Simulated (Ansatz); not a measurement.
Z-matrix (Å, degrees):
```
Al
B 1 2.496
O 1 1.933 2 68.5
C 1 2.090 2 35.8 3 -38.1
H 1 1.577 2 98.9 3 108.2
H 1 1.580 2 130.6 3 -98.0
H 2 1.195 1 126.6 3 141.9
H 2 1.203 1 86.0 3 -91.9
H 3 0.965 1 112.9 2 71.3
C 4 1.487 1 116.4 2 -138.0
H 10 1.095 4 110.3 1 -138.1
H 10 1.090 4 109.0 1 103.1
H 10 1.094 4 113.0 1 -17.7
```

Total charge 0; spin multiplicity 1. The bonds changed during the relaxation, so this is another structure than the one it started from.

Task: List the PBE/def2-TZVPP orbital energies in eV (the Gaussian-basis code of Ansatz). (Best estimate.)

Result: The calculation gave: Occupied: -1506.70, -512.46, -270.44, -269.13, -175.85, -106.96, -69.01, -68.91, -68.81, -27.36, -19.13, -15.93, -14.14, -12.31, -11.23, -10.48, -10.16, -9.73, -8.79, -8.24, -7.82, -7.04, -6.13. Lowest empty: -1.64, -0.67, -0.54, 0.42, 0.96, 1.09, 1.54, 2.03.
